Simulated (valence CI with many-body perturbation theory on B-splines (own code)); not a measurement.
In³⁶⁺: fill in the table

Method: valence CI with perturbative core correlation (CI+MBPT): three valence electrons over a frozen Dirac-Fock core [Ne], a basis of 11 s, 11 p, 10 d, 8 f, 5 g, 2 h functions for each j, with the one-electron correlation potential Σ1, the two-electron term Σ2, the three-electron term Σ3, Breit, model QED; selected CI, second order for the rest, scaled by the run's own slope (own B-spline code, finite nucleus).

The last digits are not significant, and no measured levels were compared; by estimate large intervals hold to a few tenths of a per cent, small ones and those within an open d or f shell to about a per cent.

| Level | E (eV) |
| --- | --- |
| (3s^2 3p1/2) J=1/2 | 0.00 |
| (3s^2 3p3/2) J=3/2 | 52.37 |
| (3s 3p1/2^2) J=1/2 | 86.66 |
| (3s 3p1/2 3p3/2) J=3/2 [a] | 124.95 |
| (3s 3p1/2 3p3/2) J=5/2 | ? |
| (3s 3p1/2 3p3/2) J=3/2 [b] | 148.15 |
| (3s 3p1/2 3p3/2) J=1/2 | 156.64 |
| (3s 3p3/2^2) J=5/2 | ? |
| (3s^2 3d3/2) J=3/2 | ? |
| (3s^2 3d5/2) J=5/2 | 205.02 |
| (3s 3p3/2^2) J=1/2 | 209.42 |
| (3s 3p3/2^2) J=3/2 | 214.32 |
| (3p1/2^2 3p3/2) J=3/2 | 238.32 |
| (3s 3p1/2 3d3/2) J=3/2 [a] | 251.81 |
| (3s 3p1/2 3d3/2) J=5/2 | ? |
| (3s 3p1/2 3d5/2) J=5/2 [a] | 270.39 |
| (3s 3p1/2 3d3/2) J=1/2 | ? |
| (3s 3p1/2 3d3/2) J=3/2 [b] | 273.28 |
| (3s 3p1/2 3d5/2) J=7/2 | 275.40 |
| (3p1/2 3p3/2^2) J=3/2 [a] | ? |

Levels are named by their leading jj configuration (3d3/2^4 stands for four electrons in 3d with j = 3/2), which in mixed levels can hold well under half, so a name can repeat and another be missing. Letters in brackets count levels of one name in rising energy.

**Question.** The levels stand in rising order. What does the calculation give for the missing energies?

**Answer.** (3s 3p1/2 3p3/2) J=5/2 134.40; (3s 3p3/2^2) J=5/2 179.49; (3s^2 3d3/2) J=3/2 188.68; (3s 3p1/2 3d3/2) J=5/2 257.35; (3s 3p1/2 3d3/2) J=1/2 272.99; (3p1/2 3p3/2^2) J=3/2 [a] 276.54.
